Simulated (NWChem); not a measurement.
Molecule: CrNHSCl$_{2}$; SMILES [Cl][Cr](=[S])([Cl])=[NH]

No frequency run checked for a minimum.

Task: Give the equilibrium geometry at PBE-D3(BJ)/def2-SVP (NWChem) as a Z-matrix, with the point group.

Result: point group Cs; any orientation.
```
Cr
N 1 1.6011
H 2 1.0341 1 145.49
S 1 1.9900 2 108.42 3 0.06
Cl 1 2.1396 2 108.11 3 118.36
Cl 1 2.1397 2 108.12 3 -118.24
```
